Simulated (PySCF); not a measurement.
Species: C₅H₉FOSi₂.
Structure used (GFN2-xTB), in Å, numbered top down from 1:
```
atom  x, y, z in Å
C1     3.662   -0.019   -0.161
Si2    1.906    0.708   -0.223
Si3    0.367   -0.965   -0.631
F4     0.397   -1.417   -2.192
C5    -1.378   -0.338   -0.378
C6    -2.602   -0.707   -0.869
C7    -3.552    0.169   -0.301
C8    -2.844    1.013    0.500
O9    -1.539    0.717    0.463
H10    3.947   -0.448   -1.117
H11    3.741   -0.805    0.586
H12    4.394    0.742    0.088
H13    1.634    1.353    1.070
H14    1.894    1.774   -1.238
H15    0.510   -2.268    0.026
H16   -2.788   -1.505   -1.558
H17   -4.611    0.171   -0.464
H18   -3.147    1.833    1.121
```

NICS is the negative of the GIAO shielding at a point without a nucleus: at the ring centre (0) and 1 Å above and below it (1); zz is the component along the ring normal. Level: GIAO PBE0/pcSseg-1 (PySCF, non-relativistic, gas phase) on the GFN2-xTB geometry, one conformer.

Ring bond lengths (Å), with Mayer bond orders in brackets: C5–C6 1.369 (1.56), C6–C7 1.412 (1.28), C7–C8 1.362 (1.58), C8–O9 1.339 (1.10), O9–C5 1.359 (1.01).

Task: What do the NICS probes read (ppm)?

Result: 
```
          ring                                               type  NICS(0)  NICS(1), two faces  NICS(1)zz, two faces  rms pucker (Å)  centre to ring atoms, mean (Å)
C5–C6–C7–C8–O9  5-membered ring with O; formal bonds all aromatic    -12.1       -10.8 / -10.9         -28.1 / -28.0            0.00                            1.16
```

Task: What do they say, and how far can they be read as aromaticity?

Result: 
- C5–C6–C7–C8–O9: mean NICS(1)zz -28.0 ppm, shielded. The ring is flat and has no four-coordinate atom; by the NICS criterion it is aromatic.

Task: How equal are the bonds by HOMA? HOMA = 1 − mean of α(R − Ropt)² over the ring bonds, with Krygowski's 1993 parameters (CC: Ropt 1.388 Å, α 257.7 Å⁻²; CO: Ropt 1.265 Å, α 157.38 Å⁻²).

Result: 
- C5–C6–C7–C8–O9: HOMA 0.46; the largest term is that of O9–C5, α(R − Ropt)² = 1.39.

Task: Give the inner angles of the rings and the Hirshfeld charges of the ring atoms.

Result: 
- C5–C6–C7–C8–O9: C5 109.0° (-0.058 e), C6 106.9° (-0.077 e), C7 105.7° (-0.086 e), C8 110.7° (+0.013 e), O9 107.7° (-0.059 e); sum 540.0° against 540° for a flat convex ring.

Task: What are the shieldings of the ring atoms and their hydrogens in the same run (means over atoms taken as equivalent)?

Result: 
| atoms | environment | σ isotropic (ppm) |
| --- | --- | --- |
| C5 | substituted aromatic carbon | 27.5 |
| C6 | aromatic CH carbon | 57.4 |
| C7 | aromatic CH carbon | 69.4 |
| C8 | aromatic CH next to a ring oxygen | 34.1 |
| O9 | furan-type oxygen | 18.2 |
| H16 | aromatic hydrogen | 24.33 |
| H17 | aromatic hydrogen | 24.88 |
| H18 | aromatic hydrogen | 23.97 |
